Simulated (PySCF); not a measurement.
In(Cl)(OH)(OMe) (CH4ClInO2), SMILES C[O][In]([OH])[Cl]. Atoms are numbered in the order given.

```xyz
9

In     0.1561    -0.0428     0.0000
Cl    -0.7648    -2.2139     0.0000
O      2.1595     0.2023     0.0000
H      2.5692    -0.6865     0.0000
O     -1.1281     1.5077     0.0000
C     -0.6445     2.8392     0.0000
H     -0.0368     3.0947    -0.8999
H     -1.5292     3.5144     0.0000
H     -0.0368     3.0947     0.8999
```

Coordinates come from a PBE-D3(BJ)/def2-SVP optimisation. The def2 effective core potentials stand for the cores of In; spin–orbit coupling is left out. Other conformers were not sampled.

Computed with PBE-D3(BJ)/def2-SVP in PySCF.

Frequencies are harmonic and unscaled.

```json
[
 {"mode": "1", "ν (cm⁻¹)": "39", "IR (km/mol)": "2.1", "moving atoms (share of kinetic energy)": "H 69 %, O 15 %, C 12 %"},
 {"mode": "2", "ν (cm⁻¹)": "69", "IR (km/mol)": "2.1", "moving atoms (share of kinetic energy)": "C 27 %, Cl 26 %, In 19 %, O 15 %, H 12 %"},
 {"mode": "3", "ν (cm⁻¹)": "79", "IR (km/mol)": "0.6", "moving atoms (share of kinetic energy)": "H 29 %, In 24 %, O 17 %, Cl 15 %, C 14 %"},
 {"mode": "4", "ν (cm⁻¹)": "99", "IR (km/mol)": "16.4", "moving atoms (share of kinetic energy)": "O 60 %, Cl 18 %, In 11 %, H 8 %"},
 {"mode": "5", "ν (cm⁻¹)": "143", "IR (km/mol)": "30.1", "moving atoms (share of kinetic energy)": "O 56 %, H 25 %, In 15 %"},
 {"mode": "6", "ν (cm⁻¹)": "227", "IR (km/mol)": "8.6", "moving atoms (share of kinetic energy)": "C 36 %, O 33 %, H 20 %"},
 {"mode": "7", "ν (cm⁻¹)": "281", "IR (km/mol)": "74.4", "moving atoms (share of kinetic energy)": "H 93 %"},
 {"mode": "8", "ν (cm⁻¹)": "353", "IR (km/mol)": "36.8", "moving atoms (share of kinetic energy)": "Cl 76 %, In 20 %"},
 {"mode": "9", "ν (cm⁻¹)": "514", "IR (km/mol)": "19.0", "moving atoms (share of kinetic energy)": "O 75 %, In 11 %"},
 {"mode": "10", "ν (cm⁻¹)": "578", "IR (km/mol)": "60.4", "moving atoms (share of kinetic energy)": "O 82 %, In 16 %"},
 {"mode": "11", "ν (cm⁻¹)": "844", "IR (km/mol)": "86.0", "moving atoms (share of kinetic energy)": "H 93 %"},
 {"mode": "12", "ν (cm⁻¹)": "1063", "IR (km/mol)": "168.5", "moving atoms (share of kinetic energy)": "O 50 %, C 46 %"},
 {"mode": "13", "ν (cm⁻¹)": "1124", "IR (km/mol)": "0.0", "moving atoms (share of kinetic energy)": "H 77 %, C 19 %"},
 {"mode": "14", "ν (cm⁻¹)": "1136", "IR (km/mol)": "5.1", "moving atoms (share of kinetic energy)": "H 74 %, C 20 %"},
 {"mode": "15", "ν (cm⁻¹)": "1410", "IR (km/mol)": "2.3", "moving atoms (share of kinetic energy)": "H 96 %"},
 {"mode": "16", "ν (cm⁻¹)": "1412", "IR (km/mol)": "16.3", "moving atoms (share of kinetic energy)": "H 92 %"},
 {"mode": "17", "ν (cm⁻¹)": "1427", "IR (km/mol)": "39.5", "moving atoms (share of kinetic energy)": "H 93 %"},
 {"mode": "18", "ν (cm⁻¹)": "2902", "IR (km/mol)": "111.0", "moving atoms (share of kinetic energy)": "H 97 %"},
 {"mode": "19", "ν (cm⁻¹)": "2970", "IR (km/mol)": "43.8", "moving atoms (share of kinetic energy)": "H 90 %, C 10 %"},
 {"mode": "20", "ν (cm⁻¹)": "3001", "IR (km/mol)": "20.6", "moving atoms (share of kinetic energy)": "H 91 %, C 9 %"},
 {"mode": "21", "ν (cm⁻¹)": "3690", "IR (km/mol)": "57.1", "moving atoms (share of kinetic energy)": "H 94 %"}
]
```
